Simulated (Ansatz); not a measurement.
Ideal-gas functions of F₂H₃InOSi (`[F][In]([F])[O][SiH3]`) at 298.15 K and 1 bar, from an Ansatz frequency run at PBE0-D4/def2-TZVP.

Molar mass 199.92 g/mol, point group C1 (symmetry number 1), electronic degeneracy 1, moments of inertia 107.533, 409.051, 510.71 u Å². Harmonic wavenumbers (cm⁻¹, unscaled): 34, 48, 57, 124, 141, 143, 466, 610, 627, 721, 723, 951, 956, 979, 995, 2212, 2214, 2238.

Use S(trans) = R[1.5 ln M + 2.5 ln T − 1.1517]; rotational temperatures θ = 24.2544 K / I; S(rot) = R[ln(√π/σ · √(T³/θAθBθC)) + 1.5]; for each mode x = 1.438777 ν̃/T, S = R[x/(eˣ − 1) − ln(1 − e⁻ˣ)] and H = RT x/(eˣ − 1); 1 cm⁻¹ = 0.0119627 kJ/mol; R = 8.31446 J/(mol·K).

Task: By hand: the entropy, in J/(mol·K).

Result: Translation 174.9. Rotation: θ = 0.2256, 0.0593, 0.0475 K, giving 118.9. Vibration, mode by mode: 23.35, 20.49, 19.07, 12.71, 11.67, 11.56, 3.13, 1.81, 1.70, 1.18, 1.17, 0.48, 0.47, 0.43, 0.40, 0.00, 0.00, 0.00, in all 109.6. Electronic 0.0. Sum 403.4 J/(mol·K).

Task: By hand: H − E and G − E in kJ/mol, counted from the electronic energy.

Result: Zero-point energy ½ × 14239 × 0.0119627 = 85.2; thermal vibration 14.3; translation, rotation and pV give 4 RT = 9.9. H − E = 109.4 kJ/mol, and G − E = 109.4 − 298.15 × 403.4/1000 = -10.9 kJ/mol.

Vibration gives 27 % of the entropy, 98.9 J/(mol·K) of it from the modes under 150 cm⁻¹: soft modes count most, and the harmonic formula is weakest for them. The sum counts one conformer and one mirror image; others add a mixing term.
